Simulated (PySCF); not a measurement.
Mg⁺ (magnesium, charge +1): BLYP calculation

Configuration: [Ne] 3s1, 2S determinant. All numbers are calculated (PySCF 2.14, the non-relativistic Hamiltonian (point nucleus), in def2-QZVPPD).

```json
{
 "Total energy": "-199.8067 hartree",
 "One-electron energy": "-275.4986 hartree",
 "Hartree (Coulomb) energy": "91.9425 hartree",
 "Exchange-correlation energy": "-16.2507 hartree",
 "Kinetic energy": "198.89053 hartree",
 "⟨S²⟩": "0.7500",
 "⟨L²⟩": "0.000",
 "Sum of ⟨r⟩": "8.539 bohr",
 "Sum of ⟨r²⟩": "13.56 bohr²",
 "Density at the nucleus (Gaussians lack the cusp)": "1090 bohr⁻³",
 "Spin density at the nucleus": "2.32 bohr⁻³",
 "Langevin diamagnetic susceptibility": "-10.7 ×10⁻⁶ cm³/mol"
}
```

```csv
shell,electrons,mean orbital energy (hartree),"rms radius, mean of both spins (bohr)"
1s α,1,-46.63112,0.152
1s β,1,-46.62788,0.152
2s α,1,-3.25341,0.766
2s β,1,-3.24872,0.766
2p α,3,-2.05196,0.779
2p β,3,-2.04714,0.779
3s α,1,-0.43452,2.95
```
